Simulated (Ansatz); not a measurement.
Geometry optimisation, RKS PBE/def2-SVP in Ansatz.

The input (input.yaml):

```yaml
crystal:
  periodic: [false, false, false]
  atoms:
    - { symbol: Hf, position_ang: [0.65904, -0.404279, -0.582757] }
    - { symbol: O, position_ang: [-0.412593, -0.524305, 2.492299] }
    - { symbol: Si, position_ang: [-1.684531, -0.656772, 3.598284] }
    - { symbol: H, position_ang: [-2.636436, -1.761429, 3.215582] }
    - { symbol: H, position_ang: [-1.162138, -0.929786, 4.983356] }
    - { symbol: H, position_ang: [-2.413634, 0.651743, 3.561129] }
    - { symbol: F, position_ang: [1.411661, -0.51455, -2.335144] }
    - { symbol: F, position_ang: [0.278787, 1.428087, -0.158062] }
    - { symbol: "N", position_ang: [-1.051411, -1.457709, -0.764578] }
    - { symbol: H, position_ang: [-1.854966, -1.394011, -0.127979] }
    - { symbol: H, position_ang: [-1.264473, -2.139621, -1.502158] }
    - { symbol: Cl, position_ang: [2.259567, -1.551262, 0.943655] }
    - { symbol: H, position_ang: [0.370228, -1.116804, 2.628073] }
basis:
  gaussian: { orbitals: def2-SVP }
hamiltonian:
  xc: pbe
relax:
  f_tol: 0.03
  max_steps: 50
```

Launched with:

```bash
$ ansatz run input.yaml --threads 4 --pin off --max-ram 5120MiB --backend cpu --events-out ev --progress --plain --runs-dir out
```

Problem. Where does it end, and by what steps?

Solution. The run converged. After 33 steps the energy has fallen by 0.513 eV; H5 moved furthest, 2.00 Å. Joined: Hf1–O2 (3.26 → 2.36 Å).

| step | energy less start (eV) | largest force component (eV/Å) | accepted |
| --- | --- | --- | --- |
| 0 | 0.0000 | 0.814 | yes |
| 2 | -0.3033 | 0.532 | yes |
| 4 | -0.3959 | 0.667 | yes |
| 6 | -0.4286 | 0.345 | yes |
| 8 | -0.4423 | 0.157 | yes |
| 10 | -0.4480 | 0.143 | yes |
| 12 | -0.4502 | 0.061 | yes |
| 14 | -0.4514 | 0.041 | yes |
| 16 | -0.4529 | 0.104 | yes |
| 18 | -0.4547 | 0.186 | yes |
| 20 | -0.4605 | 0.073 | yes |
| 22 | -0.4676 | 0.284 | yes |
| 24 | -0.4856 | 0.178 | yes |
| 26 | -0.4997 | 0.191 | yes |
| 28 | -0.5078 | 0.165 | yes |
| 30 | -0.5121 | 0.041 | yes |
| 32 | -0.5130 | 0.032 | yes |
| 33 | -0.5132 | 0.014 | yes |

```xyz
13
Properties=species:S:1:pos:R:3
Hf 0.395 -0.479 0.109
O -0.595 -1.327 2.075
Si -1.459 -0.395 3.256
H -1.912 -1.380 4.295
H -0.571 0.633 3.882
H -2.624 0.199 2.537
F 1.281 0.302 -1.405
F -0.282 1.110 1.022
N -1.030 -1.526 -0.886
H -1.812 -2.040 -0.468
H -1.088 -1.597 -1.909
Cl 2.173 -1.861 1.031
H 0.023 -2.009 2.413
```

Whether the end is a true minimum wasn't checked by a vibrational analysis.

Run time: 100 s on 4 threads of Arm Neoverse V2 (shared host), peak memory 0.24 GiB.
